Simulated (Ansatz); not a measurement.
Ideal-gas functions of `BB1BO1` at 800 K and 1 bar, from an Ansatz frequency run at PBE0-D4/def2-TZVP.

Molar mass 51.46 g/mol, point group Cs (symmetry number 1), electronic degeneracy 1, moments of inertia 15.29, 88.48, 99.555 u Å². Harmonic wavenumbers (cm⁻¹, unscaled): 196, 246, 370, 655, 657, 791, 794, 923, 1056, 1080, 1175, 1469, 2586, 2659, 2735.

Use S(trans) = R[1.5 ln M + 2.5 ln T − 1.1517]; rotational temperatures θ = 24.2544 K / I; S(rot) = R[ln(√π/σ · √(T³/θAθBθC)) + 1.5]; for each mode x = 1.438777 ν̃/T, S = R[x/(eˣ − 1) − ln(1 − e⁻ˣ)] and H = RT x/(eˣ − 1); 1 cm⁻¹ = 0.0119627 kJ/mol; R = 8.31446 J/(mol·K).

By hand: the entropy, in J/(mol·K).

Translation 178.5. Rotation: θ = 1.5863, 0.2741, 0.2436 K, giving 109.9. Vibration, mode by mode: 17.03, 15.16, 11.85, 7.42, 7.39, 6.05, 6.02, 4.99, 4.13, 3.99, 3.49, 2.30, 0.45, 0.41, 0.36, in all 91.0. Electronic 0.0. Sum 379.4 J/(mol·K).

By hand: H − E and G − E in kJ/mol, counted from the electronic energy.

Zero-point energy ½ × 17392 × 0.0119627 = 104.0; thermal vibration 39.6; translation, rotation and pV give 4 RT = 26.6. H − E = 170.2 kJ/mol, and G − E = 170.2 − 800 × 379.4/1000 = -133.3 kJ/mol.

Vibration gives 24 % of the entropy.
